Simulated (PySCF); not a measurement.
An unknown shows these calculated signals:

¹H NMR (500 MHz, computed): δ 2.69 (br s, 3H), 2.33 (br, 2H).

¹³C{¹H} NMR (computed): δ 135.5 (C).

[PySCF: shielding tensors at PBE0/pcSseg-1 (GIAO); PBE0-D3(BJ)/def2-SVP geometry; B3LYP/pcJ-1 coupling constants; non-relativistic; one computed conformer; isolated molecule; one averaged value for each set of equivalent atoms]

Referencing at the same level of theory: ¹H (31.27 ppm) and ¹³C (184.41 ppm) against TMS.

Question: Which of these does the molecule contain: a nitrile, a CF3 group, an NH or NH2 group, a carboxylic acid, a Si–H bond?

Answer: 
- A nitrile: yes (δC 135.5).
- A CF3 group: no.
- An NH or NH2 group: yes (δH 2.69 (br s)).
- A carboxylic acid: no.
- A Si–H bond: no.

The data belong to `C(#N)[BH2-][NH3+]`, CH5BN2; they needn't prove each group on their own.

Carbon signals by region: 1 in the sp2 and nitrile region (100–160 ppm).

Exchangeable OH/NH protons stand at their gas-phase positions; hydrogen bonding in a real sample shifts them, mostly to higher δ. Hydrogens on boron are broadened and split by ¹¹B (spin 3/2, 80 %) and 10B (spin 3). A carbon bonded to boron is broadened by the quadrupolar boron nucleus and is often missing from a measured spectrum. Shifts are as computed. Against solution values, carbons near 30 ppm lie about +2 ppm off and those near 130 ppm about +5 ppm. Of 1211 compounds with measured shifts, 218 miss one by over three times the rms of a fit or turn the order of signals round; such compounds aren't used in these exercises. Couplings to exchangeable protons are dropped.
